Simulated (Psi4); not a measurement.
Computed with SAPT0/jun-cc-pVDZ, frozen core (Psi4).

Psi4 input:

```
molecule {
0 1
B -0.68417178 0.03353955 -0.00427774
N 0.70168377 -0.03494029 0.00439456
H -1.31490458 -0.97862255 -0.02621688
H -1.21028579 1.10390472 0.01046362
H 1.29483997 0.77845690 0.02261761
H 1.21283841 -0.90233834 -0.00698117
--
0 1
C -0.87878783 0.01132366 -3.65714312
O 0.42893341 -0.01372734 -3.10251865
H -1.46875984 -0.86455568 -3.36514412
H -0.76155521 0.00028483 -4.73978230
H -1.42872261 0.91723431 -3.37895386
H 0.35762233 -0.00518859 -2.14309734
units angstrom
symmetry c1
no_reorient
no_com
}
set basis jun-cc-pvdz
set scf_type df
set freeze_core true
energy('sapt0')
```

Part of the output:

```
    SAPT Results
  --------------------------------------------------------------------------------------------------------
    Electrostatics                 -7.77938290 [mEh]      -4.88163647 [kcal/mol]     -20.42476698 [kJ/mol]
      Elst10,r                     -7.77938290 [mEh]      -4.88163647 [kcal/mol]     -20.42476698 [kJ/mol]

    Exchange                       12.30948614 [mEh]       7.72431917 [kcal/mol]      32.31855142 [kJ/mol]
      Exch10                       12.30948614 [mEh]       7.72431917 [kcal/mol]      32.31855142 [kJ/mol]
      Exch10(S^2)                  12.20245308 [mEh]       7.65715491 [kcal/mol]      32.03753614 [kJ/mol]

    Induction                      -2.96658769 [mEh]      -1.86156188 [kcal/mol]      -7.78877492 [kJ/mol]
      Ind20,r                      -5.35989817 [mEh]      -3.36338688 [kcal/mol]     -14.07241072 [kJ/mol]
      Exch-Ind20,r                  3.72052001 [mEh]       2.33466156 [kcal/mol]       9.76822395 [kJ/mol]
      delta HF,r (2)               -1.32720953 [mEh]      -0.83283656 [kcal/mol]      -3.48458815 [kJ/mol]

    Dispersion                     -3.74800457 [mEh]      -2.35190837 [kcal/mol]      -9.84038464 [kJ/mol]
      Disp20                       -4.51854996 [mEh]      -2.83543290 [kcal/mol]     -11.86345127 [kJ/mol]
      Exch-Disp20                   0.77054539 [mEh]       0.48352453 [kcal/mol]       2.02306664 [kJ/mol]
      Disp20 (SS)                  -2.25927498 [mEh]      -1.41771645 [kcal/mol]      -5.93172564 [kJ/mol]
      Disp20 (OS)                  -2.25927498 [mEh]      -1.41771645 [kcal/mol]      -5.93172564 [kJ/mol]
      Exch-Disp20 (SS)              0.46057511 [mEh]       0.28901525 [kcal/mol]       1.20923979 [kJ/mol]
      Exch-Disp20 (OS)              0.30997028 [mEh]       0.19450928 [kcal/mol]       0.81382685 [kJ/mol]

  Total HF                          1.56351555 [mEh]       0.98112082 [kcal/mol]       4.10500952 [kJ/mol]
  Total SAPT0                      -2.18448901 [mEh]      -1.37078755 [kcal/mol]      -5.73537511 [kJ/mol]
```
